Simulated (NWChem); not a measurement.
Program: NWChem. System: F₃In, charge 0, spin multiplicity 1, at a geometry optimised with PBE0/def2-SVP with def2 effective core potentials on In. The structure started from a generated list of species. Level: TD-BHandHLYP/def2-SVP with def2 effective core potentials on In.

Job file:

```
start mol
memory heap 200 mb stack 900 mb global 1100 mb
geometry units angstroms nocenter noautoz
  In     0.000000     0.000000     0.000047
  F      0.000000     0.000000     1.935126
  F     -1.675728     0.000000    -0.967691
  F      1.675728     0.000000    -0.967691
  symmetry group C2v
end
basis spherical
  * library def2-svp
end
ecp
  In library def2-ecp
end
dft
  xc bhlyp
  semidirect memsize 60000000 filesize 0
  iterations 100
end
tddft
  rpa
  nroots 8
  notriplet
  thresh 1e-4
end
task tddft energy
```

NWChem printed:

```
             Northwest Computational Chemistry Package (NWChem) 7.3.0
             --------------------------------------------------------

                                NWChem Input Module
                                -------------------

 Scaling coordinates for geometry "geometry" by  1.889725989
 (inverse scale =  0.529177249)

 Turning off AUTOSYM since
 SYMMETRY directive was detected!

                             Geometry "geometry" -> ""
                             -------------------------

 Output coordinates in angstroms (scale by  1.889725989 to convert to a.u.)

  No.       Tag          Charge          X              Y              Z
 ---- ---------------- ---------- -------------- -------------- --------------
    1 In                  49.0000     0.00000000     0.00000000     0.00004700
    2 F                    9.0000     0.00000000     0.00000000     1.93512600
    3 F                    9.0000    -1.67572800     0.00000000    -0.96769100
    4 F                    9.0000     1.67572800     0.00000000    -0.96769100

 Effective nuclear repulsion energy (a.u.)     400.1591340937

            Nuclear Dipole moment (a.u.)
            ----------------------------
        X                 Y               Z
 ---------------- ---------------- ----------------
     0.0000000000     0.0000000000    -0.0000018897

      Symmetry information
      --------------------

 Group name             C2v
 Group number             16
 Group order               4
 No. of unique centers     3

      Symmetry unique atoms

     1    2    3


 Summary of "ao basis" -> "" (spherical)
 ------------------------------------------------------------------------------
       Tag                 Description            Shells   Functions and Types
 ---------------- ------------------------------  ------  ---------------------
 *                          def2-svp                  on all atoms

                                 NWChem DFT Module
                                 -----------------

 Summary of "ao basis" -> "ao basis" (spherical)
 ------------------------------------------------------------------------------
       Tag                 Description            Shells   Functions and Types
 ---------------- ------------------------------  ------  ---------------------
 In                         def2-svp                10       26   4s4p2d
 F                          def2-svp                 6       14   3s2p1d

 Summary of "ao basis" -> "ao basis" (spherical)
 ------------------------------------------------------------------------------
       Tag                 Description            Shells   Functions and Types
 ---------------- ------------------------------  ------  ---------------------
 In                         def2-svp                10       26   4s4p2d
 F                          def2-svp                 6       14   3s2p1d

      Symmetry analysis of basis
      --------------------------

        a1         29
        a2          7
        b1         19
        b2         13

            General Information
            -------------------
          SCF calculation type: DFT
          Wavefunction type:  closed shell.
          No. of atoms     :     4
          No. of electrons :    48
           Alpha electrons :    24
            Beta electrons :    24
          Charge           :     0
          Spin multiplicity:     1
          Use of symmetry is: off; symmetry adaption is: on
          Maximum number of iterations: 100
          AO basis - number of functions:    68
                     number of shells:    28
          Convergence on energy requested:  1.00D-06
          Convergence on density requested:  1.00D-05
          Convergence on gradient requested:  5.00D-04

              XC Information
              --------------
                        BHLYP Method XC Functional
                     Hartree-Fock (Exact) Exchange  0.500
                        Slater Exchange Functional  0.500 local
                    Becke 1988 Exchange Functional  0.500 non-local
              Lee-Yang-Parr Correlation Functional  1.000

             Grid Information
             ----------------
          Grid used for XC integration:  medium
          Radial quadrature: Mura-Knowles
          Angular quadrature: Lebedev.
          Tag              B.-S. Rad. Rad. Pts. Rad. Cut. Ang. Pts.
          ---              ---------- --------- --------- ---------
          In                  1.55      123           7.0       590
          F                   0.50       49           8.0       434
          Grid pruning is: on
          Number of quadrature shells:   270
          Spatial weights used:  Erf1

          Convergence Information
          -----------------------
          Convergence aids based upon iterative change in
          total energy or number of iterations.
          Levelshifting, if invoked, occurs when the
          HOMO/LUMO gap drops below (HL_TOL):  1.00D-02
          DIIS, if invoked, will attempt to extrapolate
          using up to (NFOCK): 10 stored Fock matrices.

                    Damping( 0%)  Levelshifting(0.5)       DIIS
                  --------------- ------------------- ---------------
          dE  on:    start            ASAP                start
          dE off:    2 iters        100 iters           100 iters

      Screening Tolerance Information
      -------------------------------
          Density screening/tol_rho:  1.00D-10
          AO Gaussian exp screening on grid/accAOfunc:  14
          CD Gaussian exp screening on grid/accCDfunc:  20
          XC Gaussian exp screening on grid/accXCfunc:  20
[...]
         |d_h->e| =   0.7893 Angstrom
            d_exc =   2.4810 Angstrom
            d_CD1 =   0.8120 Angstrom
            d_CD2 =  -0.9907 Angstrom
            d_CD3 =   3.2703 Angstrom
     Pearson C.C. =   0.1270

     Occ.   19  b2  ---  Virt.   27  b1   0.09622 X
     Occ.   19  b2  ---  Virt.   31  b1   0.05891 X
     Occ.   20  b2  ---  Virt.   27  b1  -0.07781 X
     Occ.   21  a2  ---  Virt.   25  a1  -0.98162 X
     Occ.   21  a2  ---  Virt.   28  a1   0.07778 X
     Occ.   21  a2  ---  Virt.   30  a1  -0.07024 X
  ----------------------------------------------------------------------------
  Root   2 singlet b2             0.244174963 a.u.                6.6443 eV
  ----------------------------------------------------------------------------
     Transition Moments    X  0.00000   Y -0.00008   Z -0.00000
     Transition Moments   XX -0.00000  XY  0.00000  XZ  0.00000
     Transition Moments   YY -0.00000  YZ  0.81131  ZZ  0.00000
     Dipole Oscillator Strength                    0.0000000011
     Electric Quadrupole                           0.0000000510
     Magnetic Dipole                               0.0000001427
     Total Oscillator Strength                     0.0000001948

          sigma_e =   1.7686 Angstrom
          sigma_h =   1.7917 Angstrom
         |d_h->e| =   0.7885 Angstrom
            d_exc =   2.4809 Angstrom
            d_CD1 =   0.8116 Angstrom
            d_CD2 =  -0.9916 Angstrom
            d_CD3 =   3.2694 Angstrom
     Pearson C.C. =   0.1270

     Occ.   19  b2  ---  Virt.   28  a1   0.09628 X
     Occ.   19  b2  ---  Virt.   32  a1   0.05896 X
     Occ.   20  b2  ---  Virt.   25  a1   0.98163 X
     Occ.   20  b2  ---  Virt.   28  a1   0.07766 X
     Occ.   20  b2  ---  Virt.   30  a1   0.07025 X
     Occ.   21  a2  ---  Virt.   27  b1   0.07778 X
  ----------------------------------------------------------------------------
  Root   3 singlet b1             0.244259227 a.u.                6.6466 eV
  ----------------------------------------------------------------------------
     Transition Moments    X  0.00066   Y -0.00000   Z -0.00000
     Transition Moments   XX -0.00000  XY -0.00000  XZ -0.00017
     Transition Moments   YY -0.00000  YZ  0.00000  ZZ  0.00000
     Dipole Oscillator Strength                    0.0000000699
     Electric Quadrupole                           0.0000000000
     Magnetic Dipole                               0.0000001620
     Total Oscillator Strength                     0.0000002318

          sigma_e =   1.7796 Angstrom
          sigma_h =   2.0413 Angstrom
         |d_h->e| =   0.0025 Angstrom
            d_exc =   2.4857 Angstrom
            d_CD1 =   0.2642 Angstrom
            d_CD2 =  -1.9079 Angstrom
            d_CD3 =   2.4882 Angstrom
     Pearson C.C. =   0.1590

     Occ.   17  a1  ---  Virt.   27  b1  -0.06623 X
     Occ.   18  b1  ---  Virt.   28  a1  -0.06614 X
     Occ.   22  b1  ---  Virt.   25  a1  -0.98072 X
     Occ.   22  b1  ---  Virt.   30  a1  -0.06723 X
     Occ.   23  a1  ---  Virt.   27  b1   0.08450 X
     Occ.   23  a1  ---  Virt.   31  b1   0.05072 X
     Occ.   24  b1  ---  Virt.   28  a1  -0.08431 X
     Occ.   24  b1  ---  Virt.   32  a1  -0.05063 X
  ----------------------------------------------------------------------------
  Root   4 singlet b1             0.247165458 a.u.                6.7257 eV
  ----------------------------------------------------------------------------
     Transition Moments    X -0.61422   Y -0.00000   Z  0.00012
     Transition Moments   XX -0.00002  XY  0.00000  XZ  0.08040
     Transition Moments   YY  0.00000  YZ  0.00000  ZZ  0.00002
     Dipole Oscillator Strength                    0.0621642855
     Electric Quadrupole                           0.0000000005
     Magnetic Dipole                               0.0000000000
     Total Oscillator Strength                     0.0621642860

          sigma_e =   1.7763 Angstrom
          sigma_h =   1.8820 Angstrom
         |d_h->e| =   0.5722 Angstrom
            d_exc =   2.4974 Angstrom
            d_CD1 =   0.6779 Angstrom
            d_CD2 =  -1.2570 Angstrom
            d_CD3 =   3.0696 Angstrom
     Pearson C.C. =   0.1178

     Occ.   17  a1  ---  Virt.   27  b1   0.05555 X
     Occ.   18  b1  ---  Virt.   25  a1  -0.38217 X
     Occ.   18  b1  ---  Virt.   28  a1  -0.05571 X
     Occ.   21  a2  ---  Virt.   26  b2   0.10046 X
     Occ.   22  b1  ---  Virt.   28  a1  -0.07246 X
     Occ.   22  b1  ---  Virt.   32  a1  -0.05121 X
     Occ.   23  a1  ---  Virt.   27  b1  -0.06627 X
     Occ.   24  b1  ---  Virt.   25  a1  -0.89911 X
     Occ.   24  b1  ---  Virt.   28  a1  -0.06634 X
     Occ.   24  b1  ---  Virt.   30  a1  -0.05473 X
  ----------------------------------------------------------------------------
  Root   5 singlet a1             0.247166632 a.u.                6.7257 eV
  ----------------------------------------------------------------------------
     Transition Moments    X  0.00012   Y  0.00000   Z  0.61414
     Transition Moments   XX -0.07979  XY  0.00000  XZ -0.00002
     Transition Moments   YY -0.00003  YZ  0.00000  ZZ  0.08001
     Dipole Oscillator Strength                    0.0621492690
     Electric Quadrupole                           0.0000000005
     Magnetic Dipole                               0.0000000000
     Total Oscillator Strength                     0.0621492696

          sigma_e =   1.7763 Angstrom
          sigma_h =   1.8829 Angstrom
         |d_h->e| =   0.5706 Angstrom
            d_exc =   2.4974 Angstrom
            d_CD1 =   0.6771 Angstrom
            d_CD2 =  -1.2590 Angstrom
            d_CD3 =   3.0680 Angstrom
     Pearson C.C. =   0.1180

     Occ.   17  a1  ---  Virt.   25  a1  -0.38195 X
     Occ.   17  a1  ---  Virt.   28  a1   0.05562 X
     Occ.   18  b1  ---  Virt.   27  b1   0.05562 X
     Occ.   20  b2  ---  Virt.   26  b2   0.10043 X
     Occ.   22  b1  ---  Virt.   27  b1  -0.07242 X
     Occ.   22  b1  ---  Virt.   31  b1  -0.05117 X
     Occ.   23  a1  ---  Virt.   25  a1   0.89919 X
     Occ.   23  a1  ---  Virt.   28  a1  -0.06637 X
     Occ.   23  a1  ---  Virt.   30  a1   0.05474 X
     Occ.   24  b1  ---  Virt.   27  b1   0.06640 X
  ----------------------------------------------------------------------------
  Root   6 singlet b2             0.267619250 a.u.                7.2823 eV
  ----------------------------------------------------------------------------
     Transition Moments    X -0.00000   Y -0.60574   Z  0.00000
     Transition Moments   XX  0.00000  XY  0.00000  XZ  0.00000
     Transition Moments   YY -0.00000  YZ -0.00017  ZZ  0.00000
     Dipole Oscillator Strength                    0.0654632301
     Electric Quadrupole                           0.0000000000
     Magnetic Dipole                               0.0000000000
     Total Oscillator Strength                     0.0654632301

          sigma_e =   1.7752 Angstrom
          sigma_h =   2.0177 Angstrom
         |d_h->e| =   0.0001 Angstrom
            d_exc =   2.4705 Angstrom
            d_CD1 =   0.2426 Angstrom
            d_CD2 =  -1.8964 Angstrom
            d_CD3 =   2.4705 Angstrom
     Pearson C.C. =   0.1563

     Occ.   16  a1  ---  Virt.   26  b2  -0.05904 X
     Occ.   19  b2  ---  Virt.   25  a1  -0.97688 X
     Occ.   19  b2  ---  Virt.   30  a1  -0.07044 X
     Occ.   20  b2  ---  Virt.   28  a1  -0.11218 X
     Occ.   20  b2  ---  Virt.   32  a1  -0.06639 X
     Occ.   21  a2  ---  Virt.   27  b1   0.11219 X
     Occ.   21  a2  ---  Virt.   31  b1   0.06638 X
  ----------------------------------------------------------------------------
  Root   7 singlet b1             0.296613094 a.u.                8.0713 eV
  ----------------------------------------------------------------------------
     Transition Moments    X -0.54892   Y -0.00000   Z  0.00001
     Transition Moments   XX -0.00003  XY  0.00000  XZ  2.01635
     Transition Moments   YY -0.00000  YZ -0.00000  ZZ  0.00003
     Dipole Oscillator Strength                    0.0595832003
     Electric Quadrupole                           0.0000005650
     Magnetic Dipole                               0.0000000000
     Total Oscillator Strength                     0.0595837653

          sigma_e =   1.8626 Angstrom
          sigma_h =   1.8990 Angstrom
         |d_h->e| =   0.5860 Angstrom
            d_exc =   2.5825 Angstrom
            d_CD1 =   0.6224 Angstrom
            d_CD2 =  -1.2948 Angstrom
            d_CD3 =   3.1685 Angstrom
     Pearson C.C. =   0.1060

     Occ.   16  a1  ---  Virt.   27  b1  -0.05485 X
     Occ.   18  b1  ---  Virt.   25  a1   0.83413 X
     Occ.   21  a2  ---  Virt.   26  b2   0.41415 X
     Occ.   22  b1  ---  Virt.   28  a1   0.11684 X
     Occ.   24  b1  ---  Virt.   25  a1  -0.31902 X
  ----------------------------------------------------------------------------
  Root   8 singlet a1             0.296624744 a.u.                8.0716 eV
  ----------------------------------------------------------------------------
     Transition Moments    X  0.00001   Y  0.00000   Z  0.54925
     Transition Moments   XX -2.01596  XY  0.00000  XZ -0.00003
     Transition Moments   YY -0.00005  YZ -0.00000  ZZ  2.01600
     Dipole Oscillator Strength                    0.0596568017
     Electric Quadrupole                           0.0000005648
     Magnetic Dipole                               0.0000000000
     Total Oscillator Strength                     0.0596573665

          sigma_e =   1.8626 Angstrom
          sigma_h =   1.8990 Angstrom
         |d_h->e| =   0.5856 Angstrom
            d_exc =   2.5824 Angstrom
            d_CD1 =   0.6220 Angstrom
            d_CD2 =  -1.2952 Angstrom
            d_CD3 =   3.1681 Angstrom
     Pearson C.C. =   0.1060

     Occ.   16  a1  ---  Virt.   28  a1   0.05487 X
     Occ.   17  a1  ---  Virt.   25  a1   0.83417 X
     Occ.   20  b2  ---  Virt.   26  b2   0.41421 X
     Occ.   22  b1  ---  Virt.   27  b1   0.11681 X
     Occ.   23  a1  ---  Virt.   25  a1   0.31882 X

              Target root =      1
          Target symmetry = none
      Ground state energy =   -489.284967690668
        Excitation energy =      0.244170864371
     Excited state energy =   -489.040796826297

  stored tddft:energy   -489.04079682629720

 Task  times  cpu:       44.5s     wall:       44.5s

 Total times  cpu:       44.6s     wall:       44.6s
```
